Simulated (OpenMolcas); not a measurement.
**Ionisation energies of germanium**

* Program: OpenMolcas 26.06
* Basis: ANO-R2 [6s5p4d3f1g]
* Scalar Hamiltonian: X2C, finite nucleus
* Spin-orbit coupling: RASSI with atomic mean-field integrals over the reference wave functions, term energies averaged over their components

Active shells in each charge state: the valence s, p shells, with orbitals averaged over the low states. Where CASPT2's correlated closed shells are named, they are those of the first ion.

A. CASSCF
B. SS-CASPT2, IPEA 0.25 Eh, imaginary shift 0.1 Eh (closed shells correlated: 3d)
C. SS-CASPT2, IPEA 0 Eh, imaginary shift 0.1 Eh (closed shells correlated: 3d)
D. SS-CASPT2, IPEA 0.25 Eh, imaginary shift 0.1 Eh (closed shells correlated: 3s 3p 3d)
E. SS-CASPT2, IPEA 0.25 Eh, imaginary shift 0.1 Eh (closed shells correlated: none)

Energies in eV between the lowest computed levels, named as in B; reference values from the NIST Atomic Spectra Database with their kind.

```csv
From,To,A,B,C,D,E,Spin-orbit share in B,Reference
Ge 4s2 4p2 3P0,Ge+ 4s2 4p 2P* 1/2,7.076,7.763,7.863,7.761,7.598,-0.020,7.899 (measured)
Ge+ 4s2 4p 2P* 1/2,Ge2+ 4s2 1S0,14.893,15.848,15.956,15.852,15.540,+0.132,15.935 (measured)
Ge2+ 4s2 1S0,Ge3+ 4s 2S 1/2,33.262,33.956,33.956,33.997,33.327,+0.000,34.058 (measured)
Ge3+ 4s 2S 1/2,Ge4+ 3d10 1S0,44.479,45.451,45.472,45.513,44.479,+0.000,45.715 (measured)
```

Steps that some method lacks are left out, and so are those with a state whose active s or d shell is doubly occupied in every root (s and p with five to eight electrons, d10) over a frozen core shell of the same l, since the two then mix freely.

Error against the reference values, in %:

```csv
From,Reference,A,B,C,D,E
Ge,measured,-10.4,-1.7,-0.5,-1.7,-3.8
Ge+,measured,-6.5,-0.5,+0.1,-0.5,-2.5
Ge2+,measured,-2.3,-0.3,-0.3,-0.2,-2.1
Ge3+,measured,-2.7,-0.6,-0.5,-0.4,-2.7
```

Mean absolute error over the 4 measured values: A 0.97 eV, B 0.15 eV, C 0.10 eV, D 0.12 eV, E 0.67 eV.

* marks odd parity.
